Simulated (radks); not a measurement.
Spherical quantum dot in the effective-mass picture: electrons in a hard-walled sphere of radius 3.44, all in effective atomic units (hartree* = m*/eps^2 hartree, bohr* = eps/m* bohr), one dielectric constant everywhere. Calculated with a radial shooting solver with Libxc functionals: non-relativistic Kohn-Sham, PBE, spin-polarised, spherical densities. Levels are named by radial order and angular momentum (1s, 1p, 1d, 2s, ...), and open shells are averaged over m. Results are scaled to m* = 0.179 and eps = 9.1, for which hartree* = 58.82 meV and bohr* = 2.69 nm.

N = 19, configuration 1s2 1p6 1d10 1f(up 1, down 0). This is the lowest configuration that the search found. Occupied and some empty levels:

level    occupation  eigenvalue (meV)  <r> (nm)
1s up             1            440.80     6.081
1s down           1            441.56     6.067
1p up             3            454.63     6.365
1p down           3            455.48     6.357
1d up             5            477.98     6.599
1d down           5            478.90     6.594
1f up             1            509.55     6.790
1f down           0            510.52     6.787
2s up             0            527.08     4.205
2s down           0            527.34     4.209
1g up             0            548.61     6.950
1g down           0            549.63     6.948
2p up             0            570.20     4.867
2p down           0            570.56     4.867
2d up             0            621.65     5.291
2d down           0            622.09     5.290

Energy (meV): total 5010.48, kinetic 1477.6, external 0, Hartree 4051.6, exchange-correlation -518.73.

Electron density:

r (nm)  n(r) (e/nm^3)
0.494       0.0004666
1.19        0.0006266
1.88        0.0009932
2.57         0.001685
3.26         0.002848
3.95         0.004583
4.64         0.006832
5.33         0.009205
6.02          0.01091
6.71          0.01085
7.40         0.008321
8.09         0.004085
8.78        0.0007226
